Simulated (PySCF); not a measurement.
**Worked example: entropy of an ideal gas**

CH3ClSe, SMILES Cl[Se]C.

Coordinates come from a B3LYP-D3(BJ)/def2-TZVP optimisation.

B3LYP-D3(BJ)/def2-TZVP (PySCF) gives the harmonic wavenumbers 167, 189, 400, 583, 910, 924, 1308, 1446, 1475, 3050, 3140, 3166 cm⁻¹ and the rotational temperatures 0.5052, 0.1730, 0.1311 K. The molar mass is 129.46 g/mol, the symmetry number 1, the spin multiplicity 1.

Question: Work out the entropy at 298.15 K and 1 atm in the rigid-rotor, harmonic-oscillator model.

Answer: 
Translation (Sackur–Tetrode at 1 atm): S = R[1.5 ln M + 2.5 ln T − 1.16487] = 169.4 J/(mol K).
Rotation: q = (√π/σ) T^1.5/√(θA θB θC) = 85200, S = R[ln q + 3/2] = 106.9 J/(mol K).
Vibration: with u = 1.4388 ν/T, each mode gives R[u/(e^u − 1) − ln(1 − e^−u)]:
| ν (cm⁻¹) | modes | u | S (J/(mol K)) |
|---|---|---|---|
| 167 | 1 | 0.81 | 10.33 |
| 189 | 1 | 0.91 | 9.36 |
| 400 | 1 | 1.93 | 4.03 |
| 583 | 1 | 2.81 | 2.01 |
| 910 | 1 | 4.39 | 0.56 |
| 924 | 1 | 4.46 | 0.53 |
| 1308 | 1 | 6.31 | 0.11 |
| 1446 | 1 | 6.98 | 0.06 |
| 1475 | 1 | 7.12 | 0.05 |
The stiffer modes add less than 0.005 each. Sum 27.0 J/(mol K).
Spin: R ln 1 = 0.0 J/(mol K).
Total 303.3 J/(mol K); the program's own thermochemistry gives 303.3. Translation makes up 56 % and vibration 9 %. Anharmonicity, hindered rotation and orbital degeneracy are left out.
